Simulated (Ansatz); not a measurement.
Ansatz (an electronic-structure program) input (CCSD(T)/def2-SVPD):

Ansatz 0.2 input:
```yaml
crystal:
  periodic: [false, false, false]
  atoms:
    - {symbol: In, position_ang: [0.00000000, 0.00000000, 0.00000000]}
    - {symbol: Cl, position_ang: [-0.00000000, -0.00000000, -2.22420788]}
    - {symbol: Cl, position_ang: [0.00000000, 0.00000000, 2.22420788]}
basis:
  gaussian:
    orbitals: def2-SVPD
total_charge: 1
magnetization: {spin_polarized: false}
correlation: {method: ccsd_t, electrons: outside_noble_gas}
output: {forces: true}
```

End of the output:

```
integrals: 0.09 GiB planned
916 factors; integrals over basis functions are off by at most 2.4e-4 eV
mean field: 0.34 GiB planned
mean field evaluation 1: about -30140.5439 eV, gradient 2.9e1 eV
mean field evaluation 2: about -30140.6097 eV, gradient 2.9e1 eV
mean field evaluation 4: about -30143.0973 eV, gradient 1.1e0 eV
mean field evaluation 8: about -30143.1149 eV, gradient 2.1e-5 eV
mean field evaluation 16: about -30143.0207 eV, gradient 1.1e0 eV
mean field -30143.11488042 eV, -1107.7390401184 hartree, gradient 1.5e-6 eV, S^2 0.000000; 0 other end points of the search recorded, 0 dependent functions left out
19 core orbitals not correlated
reference -30143.11488042 eV, -1107.7390401184 hartree; 8, 8 occupied and 59, 59 virtual orbitals, 916 factors
densities: 0.27 GiB planned
second order -8.76143444 eV of doubles, -0.00000000 eV of singles
coupled cluster: 0.20 GiB planned
cycle   1  -9.24073897 eV  change   -4.8e-1 eV  update   6.7e-2
cycle   2  -9.41111761 eV  change   -1.7e-1 eV  update   2.1e-2
cycle   3  -9.45695000 eV  change   -4.6e-2 eV  update   1.2e-2
cycle   4  -9.45400547 eV  change    2.9e-3 eV  update   2.8e-3
cycle   5  -9.45251814 eV  change    1.5e-3 eV  update   7.7e-4
cycle   6  -9.45234351 eV  change    1.7e-4 eV  update   2.3e-4
cycle   7  -9.45235343 eV  change   -9.9e-6 eV  update   4.8e-5
cycle   8  -9.45236319 eV  change   -9.8e-6 eV  update   1.4e-5
cycle   9  -9.45236275 eV  change    4.4e-7 eV  update   4.0e-6
perturbative correction -0.28187212 eV, -0.0103586092 hartree
the calculation of the forces begins
Total energy: -30152.84911529 eV, -1108.0967666517 hartree
Atom 0 at     0.000000     0.000000     0.000000 Å, force    -0.000000     0.000000    -0.000000 eV/Å
Atom 1 at    -0.000000    -0.000000    -2.224208 Å, force     0.000000     0.000000    -1.141279 eV/Å
Atom 2 at     0.000000     0.000000     2.224208 Å, force     0.000000     0.000000     1.141279 eV/Å
Dipole moment:     0.000000    -0.000000     0.000000 e Å
```
